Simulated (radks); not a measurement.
Results of a calculation; reference values are marked as such.
Problem. These are the eigenvalues of the occupied orbitals of an atom or ion with whole-number occupations (Ry). Level of theory: non-relativistic Kohn-Sham, PBE, spin-polarised, spherical densities, point nucleus (a radial shooting solver on a logarithmic mesh with Libxc functionals).

orbital  eigenvalue
1s down   -1420.821
1s up     -1420.820
2s up     -197.6717
2s down   -197.6330
2p up     -182.0982
2p down   -182.0704
3s up     -33.88681
3s down   -33.86861
3p up     -27.90445
3p down   -27.88307
3d up     -16.94881
3d down   -16.91452
4s up      -5.01465
4s down    -4.80245
4p up      -3.33121
4p down    -3.10113
4d up      -0.85119

Which element is it, and in what charge state? The configuration may be excited. Open shells, if any, are filled with parallel spins first.

Solution. Z = 42, molybdenum, charge +1: Mo+ in [Kr] 4d5. The list shows which subshells hold electrons but not how many an open one holds; the 1s level, -710.41 hartree, gives Z - s = 37.7 by -(Z - s)^2/2, which with screening narrows Z to a few neighbours, and the depths of the outer levels then fix element, charge and occupations together.
